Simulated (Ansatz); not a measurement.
## Two structures, one formula

The two ends of one reaction step of SiH$_{4}$SO$_{2}$, singlet (PBE0-D4/def2-TZVP).

A:

```
8
angstrom
Si 0.1571 0.6919 1.0376
S -1.0408 -1.7762 -0.6718
H -1.3875 -0.6902 -1.3801
O -0.1378 1.6281 -0.2934
O 1.7515 0.3188 0.7243
H -2.1322 -1.6850 0.1032
H 0.6032 1.7453 -0.8982
H 2.1866 -0.2326 1.3782
```

B:

Si1  (-0.334, 0.333, 0.184)
S2  (-0.573, -1.237, -1.251)
H3  (-1.575, 0.739, 0.859)
O4  (0.175, 1.634, -0.663)
O5  (0.660, -0.162, 1.386)
H6  (-0.666, -2.202, -0.321)
H7  (0.844, 1.513, -1.338)
H8  (1.468, -0.618, 1.143)
(Å)

Computed with Ansatz 0.2.0 (basis: def2-TZVPP); correlated methods freeze the cores. B3LYP uses VWN-RPA correlation.

Task: Which structure is lower at CCSD(T), and by how much? (To be estimated.)

Result: The calculation gives: B, by 44.24 kcal/mol (electronic energy, against the other). By their contacts, A is a complex of SiH₂O₂ ([OH][Si][OH]) + H₂S and B is SiH₄SO₂ ([OH][SiH]([OH])[SH]).

All methods give the same order:

| method | E(B) − E(A) (kcal/mol) |
| --- | --- |
| SPW92 | -44.53 |
| PBE-D4 | -41.51 |
| BLYP-D4 | -37.95 |
| r2SCAN-D4 | -47.73 |
| B97M-V | -44.91 |
| PBE0-D4 | -45.82 |
| B3LYP-D4 | -41.90 |
| r2SCAN0-D4 | -49.50 |
| BHLYP-D4 | -46.32 |
| CAM-B3LYP-D4 | -43.81 |
| wB97X-V | -46.26 |
| wB97M-V | -42.28 |
| B2PLYP | -43.95 |
| PBE-QIDH | -49.26 |
| RPA on PBE | -40.93 |
| HF | -48.00 |
| MP2 | -47.72 |
| CCSD | -44.55 |
| CCSD(T) | -44.24 |

The T1 diagnostic stays at or below 0.014.

Labels in which every atom is bracketed show which atoms are joined, not bond orders.

For scale, one of the runs: CCSD(T)/def2-TZVPP, 202 basis functions (an equivalent command: `ansatz run in.yaml --threads 4`). Time: 30 s of wall clock on 4 CPU threads; the host was shared. Peak host memory: 2.5 GiB.
